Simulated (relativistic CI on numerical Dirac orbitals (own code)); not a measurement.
**Radial parameters of Sr+**

Calculated at this level of theory: Dirac-Coulomb-Breit CI, orbitals from a KLI potential per configuration, QED by a radiative potential, valence Slater integrals scaled by 0.85, P86 correlation energy added to each configuration (own radial code, finite nucleus).

Slater integrals F^k, G^k are unscaled and averaged over j, outside the closed core [Kr]; ζ comes from projecting the Hamiltonian with its Breit term on Σ l·s of the shell.

- 4d: ζ(4d) = 54.115 cm⁻¹; <r>(4d) = 3.021, <r^2>(4d) = 11.22 (bohr units).
- 5p: ζ(5p) = 443.06 cm⁻¹; <r>(5p) = 5.027, <r^2>(5p) = 28.39 (bohr units).
- 5d: ζ(5d) = 25.018 cm⁻¹; <r>(5d) = 8.166, <r^2>(5d) = 76.95 (bohr units).

In this model ζ of a weakly bound d, f or g electron outside closed shells comes out too small, for d by up to a factor of two or three and at times with the wrong sign; that of an outer p electron is too small as well.

For a near-neutral ion this model can misplace configurations by up to about 10,000 cm⁻¹ (more where the count of f electrons changes) and terms by 10 to 25 % of their spread. Rates follow the energies as ν³ (E1, M1) or ν⁵ (E2), so they and the lifetimes can be off by large factors. The fine structure of a lone outer electron comes out too small, for d and f at times inverted, and misplaced configurations move strength between like terms. 11 of the 11 excited levels that our extract of the measured tables holds in this range could be paired (the sources list more); they are missed by 1558 cm⁻¹ on average and 2416 at most, and levels without a partner can miss by more.

Averages of the first 10 configurations, taken without configuration mixing, which lowers the lowest level and can move excited configurations by several eV; other configurations of the list can lie among them:

| Configuration | Parity | States | Average energy above the lowest level (eV) |
| --- | --- | --- | --- |
| 5s | even | 2 | 0.0 |
| 4d | even | 10 | 1.7 |
| 5p | odd | 6 | 2.8 |
| 6s | even | 2 | 5.7 |
| 5d | even | 10 | 6.3 |
| 6p | odd | 6 | 6.7 |
| 4f | odd | 14 | 7.5 |
| 7s | even | 2 | 7.8 |
| 5f | odd | 14 | 8.8 |
| 5g | even | 18 | 8.8 |
